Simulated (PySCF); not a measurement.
C₅H₄F₂, SMILES FC1=C(CC=C1)F. Coordinates come from a B3LYP-D3(BJ)/def2-SVP optimisation. One conformer was computed; it need not be the lowest.

Computed equilibrium geometry at B3LYP-D3(BJ)/def2-SVP (PySCF confirms it by a frequency run) as Cartesian coordinates in Å, and its point group (one conformer of several):
point group Cs.
```xyz
11

F      1.4429    -1.4835     0.0000
C      0.6760    -0.3959     0.0000
C     -0.6729    -0.3461     0.0000
F     -1.5276    -1.3659     0.0000
C     -1.1190     1.0825     0.0000
C      0.1852     1.8416     0.0000
C      1.2144     0.9662     0.0000
H     -1.7367     1.3177     0.8862
H     -1.7367     1.3177    -0.8862
H      0.2519     2.9290     0.0000
H      2.2815     1.1906     0.0000
```
